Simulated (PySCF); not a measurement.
## How the method moves the HOMO and LUMO of `CB(C)[SiH2]N`

C2H10BNSi.
Structure used (PBE0-D3(BJ)/def2-SVP), in Å, numbered top down from 1:
```
atom  x, y, z in Å
C1    -1.6236    0.3972    1.2943
B2    -0.5342   -0.0527    0.2623
C3    -0.9428   -0.6630   -1.1190
Si4    1.4287    0.1153    0.7513
N5     2.4384   -0.0767   -0.6607
H6    -1.7781    1.4734    1.0704
H7    -2.6038   -0.0889    1.1628
H8    -1.3232    0.3546    2.3525
H9    -1.9476   -0.3807   -1.4722
H10   -0.2033   -0.5560   -1.9259
H11   -0.9860   -1.7526   -0.9052
H12    1.8025   -0.9833    1.7067
H13    1.6573    1.3908    1.5304
H14    2.2332    0.5104   -1.4628
H15    3.4439   -0.1372   -0.5366
```

Basis pcSseg-1 throughout (PySCF), one geometry. The structure is a single PBE0-D3(BJ)/def2-SVP conformer in the gas phase; no vibrational or solvent corrections.

**Question.** How do the orbital energies, the gap and the dipole change with the method?

**Answer.** 
```
   method                    kind  HOMO (eV)  LUMO (eV)  gap (eV)  μ (D)  SCF cycles
     BLYP                     GGA      -5.47      -1.91      3.56   1.13          14
     OPBE                     GGA      -5.57      -1.97      3.60   1.12          13
      PBE                     GGA      -5.59      -2.10      3.49   1.13          14
    B97-D                     GGA      -5.61      -1.91      3.70   1.13          14
      LDA                     LDA      -5.68      -2.30      3.38   1.13          13
      KT2                     GGA      -5.69      -2.14      3.54   1.08          14
      KT3                     GGA      -5.70      -2.05      3.65   1.08          14
     BP86                     GGA      -5.71      -2.17      3.54   1.13          13
    B97-2           global hybrid      -6.73      -1.16      5.58   1.12          12
    B3LYP           global hybrid      -6.75      -1.34      5.42   1.12          12
     PBE0           global hybrid      -6.98      -1.17      5.82   1.12          12
 mPW1PW91           global hybrid      -7.02      -1.16      5.86   1.12          12
BHandHLYP           global hybrid      -8.26      -0.09      8.17   1.12          12
CAM-B3LYP  range-separated hybrid      -8.37       0.00      8.37   1.12          12
  wB97X-D  range-separated hybrid      -8.89       0.70      9.58   1.12          13
  LC-wPBE  range-separated hybrid      -9.74       1.11     10.85   1.13          12
       HF            Hartree–Fock     -10.17       2.44     12.61   1.15          10
```

The HOMO spans 4.70 eV, from BLYP down to HF, and the gap runs from 3.38 eV (LDA) to 12.61 eV (HF). Over the methods BLYP (0 %), OPBE (0 %), PBE (0 %), B97-D (0 %), LDA (0 %), KT2 (0 %), KT3 (0 %), BP86 (0 %), B97-2 (21 %), B3LYP (20 %), PBE0 (25 %), mPW1PW91 (25 %), BHandHLYP (50 %), HF (100 %), a straight line through the gap against the share of exact exchange rises by 0.91 eV for each 10 % (correlation coefficient 1.000). The dipole ranges from 1.08 D (KT3) to 1.15 D (HF). This basis has no diffuse functions.
